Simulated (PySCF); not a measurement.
GeH₂, SMILES [GeH2] (connectivity only; charge and spin as stated), neutral, multiplicity 1. The structure is a stationary point at PBE0-D3(BJ)/def2-TZVPD. The isomer is the one that the SMILES or the coordinates give; other isomers of the formula were not compared.

Method: PBE0-D3(BJ)/def2-TZVPD in PySCF.

Harmonic wavenumbers (cm⁻¹): 934, 1926, 1935. Rotational constants (GHz): 205.3, 194.9, 100.0; symmetry number 2.

Problem. Work out the zero-point energy and the ideal-gas rigid-rotor harmonic-oscillator thermochemistry at 298.15 K and 1 atm.

Solution. ZPE = ½ Σ hcν = ½ × 4794 cm⁻¹ = 28.67 kJ/mol. H − E(el) = 38.72 kJ/mol. Entropy in J/(mol K): translation 162.53, rotation 57.20, vibration 0.53, total 220.26. G − E(el) = -26.95 kJ/mol. Cp = 35.29 J/(mol K).
